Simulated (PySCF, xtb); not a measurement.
ClHSe2, SMILES Cl[Se][SeH]. Atoms are numbered in the order given.

```xyz
4

Se     0.4866    -0.2741     0.7358
Cl     0.4780    -2.1061    -0.5366
Se    -0.6661     1.2990    -0.4678
H     -2.0258     0.9582     0.0100
```

Coordinates come from a r2SCAN-D4/def2-SVP optimisation. One conformer was computed; it need not be the lowest.

These are C-PCM-B3LYP/def2-SVP run with PySCF values and carry that method's errors.

The values are the electrostatic part of the solvation free energy, E(continuum) − E(gas) at the gas-phase geometry, in a cavity of scaled van der Waals radii (PySCF's table); cavitation and dispersion terms are not included. In vacuum the orbital gap is 4.10 eV. The dipole moment in vacuum is 1.95 D.

Problem. Estimate the values in water (ε = 78.36), ethylethanoate (ε = 5.99), acetonitrile (ε = 35.69). (An estimate is asked for; the answer gives what the named calculation found.)

Solution. 
| solvent | ε | ΔG(elec) (kcal/mol) | dipole (D) | gap (eV) |
|---|---|---|---|---|
| water | 78.36 | -2.9 | 2.82 | 4.14 |
| ethylethanoate | 5.99 | -2.3 | 2.64 | 4.13 |
| acetonitrile | 35.69 | -2.8 | 2.80 | 4.14 |

For comparison, GFN2-xTB/ALPB(water) (xtb, at the GFN2-xTB geometry, all terms of that model) gives -0.6 kcal/mol.
